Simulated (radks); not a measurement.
Q: Radial electron density D(r) = 4 pi r^2 rho(r) of an atom or ion with 50 electrons. All-electron calculation, Dirac Kohn-Sham, RPBE, spin-unpolarised, spherical densities, point nucleus. Program: a radial shooting solver on a logarithmic mesh with Libxc functionals.

r (bohr)  D(r) (e/bohr)
0.001063          2.354
0.001406          3.794
0.00186           6.042
0.002461          9.472
0.003256          14.54
0.004309          21.71
0.005701          31.25
0.007543          42.89
0.009981          55.31
0.01321           65.87
0.01747           71.22
0.02312           69.55
0.03059           63.90
0.04047           62.88
0.05355           73.26
0.07085           88.05
0.09375           88.72
0.124             72.67
0.1641            65.59
0.2172            75.74
0.2873            68.47
0.3802            38.12
0.503             25.46
0.6656            29.77
0.8806            22.58
1.165             10.58
1.542             5.069
2.04              2.556
2.699            0.7466
3.571           0.09582
4.725          0.003909

What is the nuclear charge?

A: Z = 54. The innermost maximum, from 1s, lies near gamma/Z bohr with gamma = sqrt(1 - (Z/c)^2) = 0.919, here 0.017 bohr (found: 0.0188), and its height grows with Z. The density is that of the xenon ion Xe4+ in [Kr] 4d10 5s2 5p2; the configuration itself is not fixed sharply by these data, and Z only to a few units. D(r) has 4 maxima, at r = 0.0188, 0.0825, 0.235, 0.676 bohr, and minima at 0.0365, 0.155, 0.495 bohr, inside which lie 2.02, 11.18, 29.02 electrons.
